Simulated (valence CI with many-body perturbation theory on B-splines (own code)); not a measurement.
W IV: calculated level list

Method: configuration interaction combined with many-body perturbation theory (CI+MBPT): three valence electrons over a frozen Dirac-Fock core [Xe] 4f14, radial functions for each j: 7 s, 7 p, 8 d, 6 f, 4 g, 1 h, with the one-electron correlation potential Σ1, the two-electron term Σ2, the three-electron term Σ3, Breit, model QED; selected CI, second order for the rest, scaled by the run's own slope (own B-spline code, finite nucleus).

Against 62 measured levels this calculation errs by 1221 cm⁻¹ on average and by 2923 at most. These come from a selection out of J. Phys. B 45, 035001 (2012). Levels without a partner in it may be off by more, other configurations by 1,000 to 8,000 cm⁻¹. 7 measured levels below the end of the list, from 46088 cm⁻¹ on, found no clear computed partner, and computed levels of the same name lie up to 1232 cm⁻¹ from them.

Levels 91 to 135 of 239, with energies above the lowest level, (5d3/2^3) J=3/2. "Leading %" is the weight of the configuration and term that name the level; weights of strongly mixed levels are sums over their largest components and can fall short. In the jj column 3d3/2^4 stands for four electrons in 3d with j = 3/2.

```
No.  Configuration  Term     J  E (eV)  Leading %                Leading jj      g
 91       5d 6s 6p   4D°   7/2  18.377         62     5d3/2 6s 6p3/2 (55 %)  1.350
 92       5d 6s 6p   4P°   3/2  18.463         49     5d3/2 6s 6p3/2 (62 %)  1.458
 93       5d 6s 6p   4P°   1/2  18.543         90     5d3/2 6s 6p3/2 (94 %)  2.484
 94       5d 6s 6p   2F°   5/2  18.844         44     5d5/2 6s 6p1/2 (60 %)  1.211
 95       5d 6s 6p   4F°   9/2  18.915         98     5d5/2 6s 6p3/2 (98 %)  1.334
 96       5d 6s 6p   2F°   5/2  19.581         40     5d5/2 6s 6p3/2 (76 %)  1.148
 97       5d 6s 6p   2P°   3/2  19.835         40     5d5/2 6s 6p3/2 (58 %)  1.211
 98       5d 6s 6p   2F°   7/2  19.855         84     5d5/2 6s 6p3/2 (59 %)  1.173
 99       5d 6s 6p   2P°   1/2  20.199         80     5d5/2 6s 6p3/2 (75 %)  0.732
100       5d 6s 6p   2D°   3/2  20.570         66     5d3/2 6s 6p3/2 (56 %)  0.944
101       5d 6s 6p   2F°   5/2  20.584         77     5d3/2 6s 6p3/2 (75 %)  0.895
102         5d2 6d    4G   5/2  20.884         56      5d3/2^2 6d3/2 (87 %)  0.722
103         5d2 6d    4H   7/2  20.952         73      5d3/2^2 6d3/2 (89 %)  0.734
104         5d2 6d    2P   1/2  20.976         48      5d3/2^2 6d3/2 (90 %)  0.425
105         5d2 7s    4F   3/2  21.177         89         5d3/2^2 7s (88 %)  0.437
106         5d2 6d    4G   5/2  21.251         20      5d3/2^2 6d5/2 (59 %)  0.956
107       5d 6s 6p   2P°   1/2  21.276         85     5d3/2 6s 6p3/2 (62 %)  0.664
108         5d2 7s    4F   5/2  21.279         38         5d3/2^2 7s (66 %)  0.990
109         5d2 6d    4G   7/2  21.290         63      5d3/2^2 6d5/2 (73 %)  1.004
110         5d2 6d    4D   3/2  21.307         66      5d3/2^2 6d5/2 (79 %)  1.182
111         5d2 6d    4H   9/2  21.330         59      5d3/2^2 6d5/2 (75 %)  1.001
112       5d 6s 6p   2D°   5/2  21.354         75     5d5/2 6s 6p3/2 (78 %)  1.162
113         5d2 6d    4P   1/2  21.372         57      5d3/2^2 6d5/2 (81 %)  1.909
114       5d 6s 6p   2F°   7/2  21.580         86     5d5/2 6s 6p3/2 (75 %)  1.147
115         5d2 6d    4F   3/2  21.601         48      5d3/2^2 6d3/2 (75 %)  0.745
116         5d2 6d    2F   7/2  21.683         42  5d3/2 5d5/2 6d3/2 (89 %)  1.045
117         5d2 6d    4G   9/2  21.856         51  5d3/2 5d5/2 6d3/2 (61 %)  1.096
118         5d2 6d    4D   5/2  21.879         48  5d3/2 5d5/2 6d5/2 (92 %)  1.148
119         5d2 6d    4P   3/2  21.946         33  5d3/2 5d5/2 6d3/2 (86 %)  1.222
120         5d2 6d    4H  11/2  21.953         73  5d3/2 5d5/2 6d5/2 (94 %)  1.153
121         5d2 7s    4F   7/2  21.965         81     5d3/2 5d5/2 7s (95 %)  1.219
122         5d2 7s    2F   5/2  22.023         50     5d3/2 5d5/2 7s (86 %)  0.953
123       5d 6s 6p   2P°   3/2  22.032         79     5d5/2 6s 6p3/2 (62 %)  1.319
124         5d2 6d    2P   1/2  22.052         44  5d3/2 5d5/2 6d5/2 (93 %)  0.929
125         5d2 6d    2H   9/2  22.094         65  5d3/2 5d5/2 6d5/2 (60 %)  0.983
126         5d2 6d    4F   5/2  22.162         57  5d3/2 5d5/2 6d3/2 (77 %)  1.094
127         5d2 6d    4D   7/2  22.177         41  5d3/2 5d5/2 6d5/2 (81 %)  1.158
128         5d2 6d    2D   3/2  22.299         47  5d3/2 5d5/2 6d5/2 (88 %)  1.146
129         5d2 6d    4G  11/2  22.367         58      5d5/2^2 6d3/2 (33 %)  1.204
130         5d2 6d    4P   5/2  22.480         40  5d3/2 5d5/2 6d3/2 (42 %)  1.368
131         5d2 6d    2F   7/2  22.508         50      5d5/2^2 6d5/2 (38 %)  1.133
132         5d2 7s    4F   9/2  22.550         67         5d5/2^2 7s (39 %)  1.276
133         5d2 6d    4H  13/2  22.561         92      5d5/2^2 6d5/2 (56 %)  1.222
134         5d2 6d    2G   9/2  22.614         60      5d5/2^2 6d3/2 (29 %)  1.145
135         5d2 6d    4F   7/2  22.651         48  5d3/2 5d5/2 6d3/2 (32 %)  1.242
```

Where two levels of one J and parity lie close, their mixing, g and order are uncertain.
